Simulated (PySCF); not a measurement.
Identify the unknown among the candidates.

All candidates are C3H5F3Si.

| technique | computed result |
| --- | --- |
| 13C NMR | chemical shifts (computed TMS as zero) by class: 165.9 (1 C), 138.1 (1 C), 11.7 (1 C) ppm [GIAO PBE0/pcSseg-1] |
| NMR, other nuclei | isotropic shieldings of nuclei other than C and H, by class: 279 (1 F), 297 (1 F), 355 (1 F), 420 (1 Si) ppm [GIAO PBE0/pcSseg-1] |
| UV, first state | lowest singlet excitation: 6.46 eV (192 nm, f = 0.007) [TDDFT wB97X-D/def2-SVPD] |
| 1H NMR | chemical shifts (computed TMS as zero) by class: 4.05 (3 H), 1.93 (2 H) ppm [GIAO PBE0/pcSseg-1] |
| Rotational structure | rotational constants A, B, C: 3.533, 1.236, 1.026 GHz [GFN2-xTB] |
| Polarisability | 66.9 au [wB97X-D/def2-SVPD] |

Gas-phase values; electronic properties from PySCF, density fitting. Levels stand in brackets. Geometry: GFN2-xTB, one conformer, isolated molecule. Each NMR value is the plain mean over a class of atoms that symmetry, rotation or inversion makes alike.

**Question.** Which candidate is it?
A. `F/C=C(\F)[C@H](F)[SiH3]`
B. `FC(F)[C@@]1(F)C[SiH2]1`
C. `FC(F)=C(F)C[SiH3]`

**Answer.** C. It is `FC(F)=C(F)C[SiH3]`. Numbering: `[F:1][C:2]([F:3])=[C:4]([F:5])[CH2:6][SiH3:7]`. Its formula, C3H5F3Si, gives 1 degree of unsaturation: 0 rings and 1 π bond in the structure found. 3 carbons fall into 3 classes; from least to most shielded: =CF2 carbon [C2] (165.9 ppm), vinylic C–F carbon [C4] (138.1 ppm), sp3 carbon bound to silicon [C6] (11.7 ppm). Hydrogen classes from least to most shielded: 3 H on an SiH3 silicon, Si7 (4.05 ppm), 2 H on an sp3 carbon bound to silicon, C6 (1.93 ppm). The other shieldings belong to: 279 ppm, vinyl fluorine [F3]; 297 ppm, vinyl fluorine [F1]; 355 ppm, vinyl fluorine [F5]; 420 ppm, SiH3 silicon [Si7]. The optimised geometry has point group C1 and is an asymmetric top.

The others, at the same levels:
- `F/C=C(\F)[C@H](F)[SiH3]` fails: its computed 13C shifts are 156.3 (1 C), 141.2 (1 C), 85.9 (1 C) ppm, 1H shifts are 6.69 (1 H), 5.59 (1 H), 4.07 (3 H) ppm and rotational constant A is 3.343 GHz (against 3.533 GHz).
- `FC(F)[C@@]1(F)C[SiH2]1` fails: its computed 13C shifts are 124.5 (1 C), 89.2 (1 C), 8.5 (1 C) ppm, 1H shifts are 6.88 (1 H), 3.22 (1 H), 3.12 (1 H), 1.46 (1 H), 1.14 (1 H) ppm and rotational constant A is 2.843 GHz (against 3.533 GHz).

Each candidate is one conformer, not necessarily the lowest. The conformers computed, where there is a choice (atom-mapped SMILES and torsion angles):
- `[F:1][C:2]([F:3])=[C:4]([F:5])[CH2:6][SiH3:7]`: C2–C4–C6–Si7 108°
- `[F:1]/[CH:2]=[C:3](\[F:4])[C@H:5]([F:6])[SiH3:7]`: C2–C3–C5–F6 9°
- `[F:1][CH:2]([F:3])[C@@:4]1([F:5])[CH2:6][SiH2:7]1`: F1–C2–C4–F5 85°
